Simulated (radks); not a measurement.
All-electron atom: Si13+ in 1s1 (the NIST ground configuration). Calculated with a radial shooting solver on a logarithmic mesh with Libxc functionals: scalar-relativistic Kohn-Sham, r2SCAN, spin-polarised, spherical densities, finite nucleus; open shells are filled with parallel spins first; meta-GGA in the generalised Kohn-Sham scheme; Fermi nuclear charge, rms radius 3.1224 fm.

Normalised radial functions P(r) = r R(r), r in bohr:

```
   r/bohr * 1s up (the largest magnitude, 2.75, reaches the edge; | marks zero)
 0.007075 |             *
 0.007604 |              *
 0.008237 |               *
 0.008852 |                *
 0.009589 |                 *
  0.01031 |                  *
  0.01116 |                   *
    0.012 |                    *
    0.013 |                      *
  0.01397 |                       *
  0.01501 |                         *
  0.01626 |                          *
  0.01747 |                            *
  0.01893 |                              *
  0.02034 |                               *
  0.02204 |                                 *
  0.02368 |                                   *
  0.02565 |                                     *
  0.02757 |                                      *
  0.02963 |                                        *
  0.03209 |                                          *
  0.03449 |                                            *
  0.03736 |                                              *
  0.04015 |                                               *
  0.04349 |                                                 *
  0.04674 |                                                  *
  0.05063 |                                                   *
  0.05441 |                                                    *
  0.05848 |                                                     *
  0.06335 |                                                      *
  0.06808 |                                                      *
  0.07375 |                                                      *
  0.07925 |                                                      *
  0.08585 |                                                     *
  0.09226 |                                                    *
  0.09995 |                                                   *
   0.1074 |                                                 *
   0.1154 |                                               *
    0.125 |                                            *
   0.1344 |                                          *
   0.1456 |                                       *
   0.1564 |                                    *
   0.1695 |                                *
   0.1821 |                             *
   0.1973 |                         *
    0.212 |                      *
   0.2278 |                   *
   0.2468 |               *
   0.2652 |             *
   0.2873 |          *
   0.3088 |        *
   0.3345 |     *
   0.3595 |    *
   0.3894 |   *
   0.4185 |  *
```

1s up: eigenvalue -2594.7 eV, 0 radial nodes, <r> = 0.107 bohr, 90 % of the charge inside 0.190 bohr.
